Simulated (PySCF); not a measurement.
# Basis-set dependence of excited states

Compound: C3H3BF2.
SMILES: `FBC1=C(F)C1`

TDDFT with PBE0 (PySCF), vertical singlets, core orbitals frozen in the response, spherical d and f functions. Geometry: PBE0-D3(BJ)/def2-SVP, one conformer, isolated molecule.

| basis | functions | diffuse | S1 (eV) | S2 (eV) | S3 (eV) | S4 (eV) | S5 (eV) | LUMO (eV) | α (au) |
| --- | --- | --- | --- | --- | --- | --- | --- | --- | --- |
| 6-31G* | 90 | no | 5.31 | 5.41 | 6.40 | 7.12 | 8.65 | -1.49 | 42.0 |
| def2-SVP | 99 | no | 5.28 | 5.33 | 6.38 | 7.02 | 8.29 | -1.79 | 43.0 |
| 6-31+G* | 114 | yes | 5.25 | 5.26 | 6.36 | 6.67 | 7.08 | -1.90 | 47.8 |
| def2-SVPD | 150 | yes | 5.24 | 5.25 | 6.35 | 6.94 | 7.03 | -1.98 | 50.4 |
| aug-cc-pVDZ | 165 | yes | 5.19 | 5.21 | 6.32 | 6.55 | 7.03 | -1.93 | 51.2 |
| def2-TZVP | 204 | no | 5.23 | 5.24 | 6.34 | 7.05 | 7.32 | -1.87 | 48.8 |
| def2-TZVPD | 255 | yes | 5.21 | 5.23 | 6.33 | 6.66 | 7.05 | -1.91 | 51.4 |

**Question.** Compare the sets with the largest diffuse one.

**Answer.** States are compared by their number. Against the largest diffuse basis here (def2-TZVPD, itself not a converged limit), sets without diffuse functions differ by up to 0.10 eV in S1 and 1.61 eV in S5; the smaller diffuse sets differ by up to 0.04 and 0.03 eV. S1 is led by HOMO-1→LUMO (99%) in 6-31G* and by HOMO→LUMO (95%) in def2-TZVPD. S1 is led by HOMO-1→LUMO (99%) in def2-SVP and by HOMO→LUMO (95%) in def2-TZVPD. State by state, the largest deviation of a set without diffuse functions is S1 0.10, S2 0.19, S3 0.07, S4 0.46, S5 1.61 eV. The same number needn't mean the same state in each row. Against def2-TZVPD the polarisability deviates by -18% in 6-31G*, -16% in def2-SVP, -7% in 6-31+G*, -2% in def2-SVPD, 0% in aug-cc-pVDZ, -5% in def2-TZVP. A single + in a Pople set puts diffuse functions on heavy atoms only.
